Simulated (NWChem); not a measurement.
# Electron attachment to H$_{2}$O$_{3}$P

```
P
O 1 1.4875
O 1 1.6228 2 115.14
H 3 0.9675 1 111.70 2 -149.98
O 1 1.6419 2 116.59 3 -114.56
H 5 0.9672 1 111.60 2 -42.72
```
Charge 0, spin multiplicity 2.

All runs are NWChem calculations. The geometry was optimised at UPBE0/def2-SVP, a minimum by its harmonic frequencies. It is one conformer; others weren't searched.

Basis set: def2-SVPD. The species with one electron more has spin multiplicity 1 and keeps the geometry of the parent. Δ marks differences of total energies (open shells unrestricted). −ε marks an orbital energy of the parent. That orbital need not have the symmetry of the hole or added electron in the Δ rows. The basis adds only a small set of diffuse functions.

B3LYP has NWChem's definition, with VWN1-RPA local correlation. The structure started from a generated list of species. No SCF solution was tested for a lower state. Open-shell Hartree-Fock references start from PBE0 orbitals.

Task: Order these methods by the vertical electron affinity they give, lowest first: −ε(beta LUMO) of BLYP, −ε(beta LUMO) of B3LYP, ΔB3LYP, −ε(beta LUMO) of HF, ΔBLYP, G0W0@HF.

Result: −ε(beta LUMO) of HF (-0.44 eV), G0W0@HF (0.55 eV), ΔBLYP (1.39 eV), ΔB3LYP (1.55 eV), −ε(beta LUMO) of B3LYP (3.88 eV), −ε(beta LUMO) of BLYP (4.48 eV)
